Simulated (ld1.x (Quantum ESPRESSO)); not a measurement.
## P (Z = 15): one change to a PAW potential, before and after

* Element: P (Z = 15)
* Generator: ld1.x (Quantum ESPRESSO) 7.5
* Type: PAW
* Functional: LDA (PZ)
* Relativity: scalar-relativistic
* Frozen core: [Ne]
* Valence charge: 5
* Reference configuration: 3s2 3p3
* Partial waves: 3s (bound): rcut 1.20, rcutus 1.40 bohr; 3s channel at 1.3 Ry: rcut 1.20, rcutus 1.40 bohr; 3p (bound): rcut 1.25, rcutus 1.60 bohr; 3p channel at 0.3 Ry: rcut 1.25, rcutus 1.60 bohr
* Local potential: all-electron potential smoothed inside 1.40 bohr (lloc = -2)
* Core correction: Bessel-smoothed model core inside 1.45 bohr
* Augmentation charge: PSQ, inside the norm-conserving radii

Change: waves 3s (bound): rcut 1.20, rcutus 1.32 bohr; 3s channel at 1.3 Ry: rcut 1.20, rcutus 1.32 bohr.

Cutoffs: the cutoffs (Ry, on a coarse ladder) from which the occupation-weighted sum of valence levels, in a spherical-Bessel basis at the reference potential, stays within 10 and 1 mRy of its value at 400 Ry; they do not see the model core or the augmentation charge, which bear on the density cutoff. Errors are all-electron minus pseudo energies relative to the spin-unpolarised reference configuration.

What does the change do?

The potential gets harder (18 Ry and 30 Ry → 21 Ry and 35 Ry); the errors of the 9 common tests hardly move; the range in which the s phases agree narrows (upper end at the end of the scan → 1.9); neither file shows a bound ghost. A smaller radius makes the pseudo-wave follow the all-electron one further in, where it bends more sharply, so more plane waves are needed.

| quantity | base | changed |
| --- | --- | --- |
| cutoff, loose | 18 Ry | 21 Ry |
| cutoff, tight | 30 Ry | 35 Ry |
| loose cutoff by channel (10 mRy a level) | s 15 Ry, p 8 Ry | s 18 Ry, p 8 Ry |
| bound ghosts | none | none |
| error for 3s2 3p2, meV [ΔE 9.82 eV] | -1.5 | -1.4 |
| error for 3s2 3p1, meV [ΔE 29.07 eV] | -11 | -10 |
| error for 3s2 3p0, meV [ΔE 58.96 eV] | -48 | -45 |
| error for 3s1 3p0, meV [ΔE 111.15 eV] | -163 | -157 |
| error for 3s0 3p5, meV [ΔE 17.14 eV] | -1.9 | -1.9 |
| error for 3s2 3p2.5, meV [ΔE 3.82 eV] | -0.4 | -0.4 |
| error for 3s1 3p3, meV [ΔE 18.89 eV] | -3.0 | -2.9 |
| error for 3s2 3p3 (spin-polarised), meV [ΔE -1.51 eV] | -1.3 | -1.3 |
| error for 3s2 3p2 (spin-polarised), meV [ΔE 8.98 eV] | -2.5 | -2.4 |
| s: phases at 1.75 bohr within 0.05 rad from the reference energy up to (Ry; the scan ends near 5) | to the end of the scan | 1.9 |
| p: phases at 1.75 bohr within 0.05 rad from the reference energy up to (Ry; the scan ends near 5) | to the end of the scan | to the end of the scan |
| lowest overlap eigenvalue by channel | s 0.51, p 0.76 | s 0.57, p 0.76 |
